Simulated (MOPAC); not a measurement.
Input file for MOPAC: PM3 on AlH3 (SMILES [AlH3]).

```
PM3 1SCF PRECISE CHARGE=0 THREADS=1
AlH3

Al    -0.02131263 1     0.21827211 1     0.32568648 1
H      0.60329896 1    -0.93480702 1    -0.56573406 1
H     -1.60833495 1     0.38573284 1     0.33738105 1
H      0.86874100 1     1.50996026 1     0.61918682 1
```

The log:

```
*******************************************************************************
 **                                                                           **
 **                              MOPAC v23.2.5                                **
 **                                                                           **
 *******************************************************************************
 ** MOPAC's Digital Object Identifier: https://doi.org/10.5281/zenodo.6511958 **
 **                                                                           **
 ** Please cite the open-source release paper for use of this MOPAC version:  **
 ** J. E. Moussa and J. J. P. Stewart (2026)                                  **
 ** MOPAC: An open-source semiempirical molecular orbital program             **
 ** J. Open Source Softw., 11(119), 8025, https://doi.org/10.21105/joss.08025 **
 *******************************************************************************

                              PM3 CALCULATION RESULTS

 *******************************************************************************
 *  PM3        - The PM3 Hamiltonian to be used
 *
 *
 *
 *                 CHARGE ON SYSTEM = 0
 *
 *
 *
 *  PRECISE    - TIGHTER CRITERIA TO BE USED
 *  1SCF       - DO 1 SCF AND THEN STOP
 *  THREADS=1  - MULTI-THREADING NOT USED
 *  T=         - A TIME OF 172800.0 SECONDS REQUESTED
 *  DUMP=N     - RESTART FILE WRITTEN EVERY 7200.0 SECONDS REQUESTED
 *******************************************************************************
PM3 1SCF PRECISE CHARGE=0 THREADS=1
 AlH3

   ATOM   CHEMICAL          X               Y               Z
  NUMBER   SYMBOL      (ANGSTROMS)     (ANGSTROMS)     (ANGSTROMS)

     1      Al         -0.02131263  *   0.21827211  *   0.32568648  *
     2       H          0.60329896  *  -0.93480702  *  -0.56573406  *
     3       H         -1.60833495  *   0.38573284  *   0.33738105  *
     4       H          0.86874100  *   1.50996026  *   0.61918682  *



          CARTESIAN COORDINATES

    NO.       ATOM           X           Y           Z

     1        Al         -0.0213      0.2183      0.3257
     2         H          0.6033     -0.9348     -0.5657
     3         H         -1.6083      0.3857      0.3374
     4         H          0.8687      1.5100      0.6192

  H: (PM3): J. J. P. STEWART, J. COMP. CHEM. 10, 209 (1989).
 Al: (PM3): J. J. P. STEWART, J. COMP. CHEM. 10, 209 (1989).

           Empirical Formula: H3 Al  =     4 atoms



      MOLECULAR POINT GROUP   :   C3v


      RHF CALCULATION, NO. OF DOUBLY OCCUPIED LEVELS = 3


 -------------------------------------------------------------------------------
 PM3 1SCF PRECISE CHARGE=0 THREADS=1
 AlH3



     1SCF WAS SPECIFIED, SO BFGS WAS NOT USED
     SCF FIELD WAS ACHIEVED


                              PM3 CALCULATION
                                                       MOPAC v23.2.5 Linux




          FINAL HEAT OF FORMATION =         87.85386 KCAL/MOL =     367.58054 KJ/MOL


          COSMO AREA              =         76.14 SQUARE ANGSTROMS
          COSMO VOLUME            =         61.37 CUBIC ANGSTROMS

          IONIZATION POTENTIAL    =         11.408856 EV
          HOMO LUMO ENERGIES (EV) =        -11.409 -2.442
          NO. OF FILLED LEVELS    =          3
          MOLECULAR WEIGHT        =         30.0052         POINT GROUP:  C3v

          MOLECULAR DIMENSIONS (Angstroms)

            Atom       Atom       Distance
            H     4    H     3     2.73481
            H     3    H     2     2.36247
            H     3   Al     1     0.22170


          SCF CALCULATIONS        =          1





   ATOM   CHEMICAL          X               Y               Z
  NUMBER   SYMBOL      (ANGSTROMS)     (ANGSTROMS)     (ANGSTROMS)

     1      Al         -0.02131263  *   0.21827211  *   0.32568648  *
     2       H          0.60329896  *  -0.93480702  *  -0.56573406  *
     3       H         -1.60833495  *   0.38573284  *   0.33738105  *
     4       H          0.86874100  *   1.50996026  *   0.61918682  *

                             CARTESIAN COORDINATES

   1   Al       -0.021312630     0.218272110     0.325686480
   2    H        0.603298960    -0.934807020    -0.565734060
   3    H       -1.608334950     0.385732840     0.337381050
   4    H        0.868741000     1.509960260     0.619186820


           Empirical Formula: H3 Al  =     4 atoms



      MOLECULAR POINT GROUP   :   C3v


                  EIGENVALUES
 -12.40317 -11.42766 -11.40886  -2.44172   0.93414   0.95141   2.91859


              NET ATOMIC CHARGES AND DIPOLE CONTRIBUTIONS

  ATOM NO.   TYPE          CHARGE      No. of ELECS.   s-Pop       p-Pop
    1         Al           0.516166        2.4838     0.54854     1.93530
    2          H          -0.173460        1.1735     1.17346
    3          H          -0.171348        1.1713     1.17135
    4          H          -0.171357        1.1714     1.17136
 DIPOLE           X         Y         Z       TOTAL
 POINT-CHG.     0.053    -0.240     0.492     0.550
 HYBRID         0.052    -0.227     0.450     0.507
 SUM            0.105    -0.468     0.942     1.057


          ATOMIC ORBITAL ELECTRON POPULATIONS

     Atom    s        px        py        pz
    1 Al   0.54854   0.95217   0.77515   0.20798
    2  H   1.17346
    3  H   1.17135
    4  H   1.17136

 **********************
 *                    *
 * JOB ENDED NORMALLY *
 *                    *
 **********************




 == MOPAC DONE ==
```

The run finished.

Cost: around 0.03 core-seconds (rough).
